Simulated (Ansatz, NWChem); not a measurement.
# How methods differ on InCNClF (SMILES N#[C][In]([F])[Cl])

InCNClF: 5 atoms, total charge 0, spin state singlet. As SMILES, `N#[C][In]([F])[Cl]`. The shape is that of a PBE0-D4/def2-TZVP optimisation.

Quantity: the electronic atomisation energy, in eV. The values are calculated. Electronic energies at fixed atoms, without zero-point motion or spin-orbit coupling.

```
                              level                    kind  program  value (eV)  CPU time (all runs)
       HF/def2-SVP (core potential)            Hartree–Fock   NWChem       11.99                 31 s
     BLYP/def2-SVP (core potential)                     GGA   Ansatz       18.93                 19 s
      PBE/def2-SVP (core potential)                     GGA   NWChem       19.81                 51 s
   r2SCAN/def2-SVP (core potential)                meta-GGA   Ansatz       18.86                 50 s
    BHLYP/def2-SVP (core potential)           global hybrid   Ansatz       17.35                 21 s
CAM-B3LYP/def2-SVP (core potential)  range-separated hybrid   Ansatz       18.78                 22 s
   B2PLYP/def2-SVP (core potential)           double hybrid   Ansatz       18.60                 27 s
 RPA@PBE0/def2-SVP (core potential)                     RPA   Ansatz       17.02                 33 s
     CCSD/def2-SVP (core potential)   coupled cluster or CI   Ansatz       17.32                 39 s
```

The values span 11.99 to 19.81 eV. In the correlated wave-function rows the outer d shell of In is correlated, in sets not made for it. In so small a basis fixed costs decide the times, and correlated methods can beat functionals. Times are those of the runs behind each value, whatever else they computed, on shared processors of several kinds: orders of magnitude only.
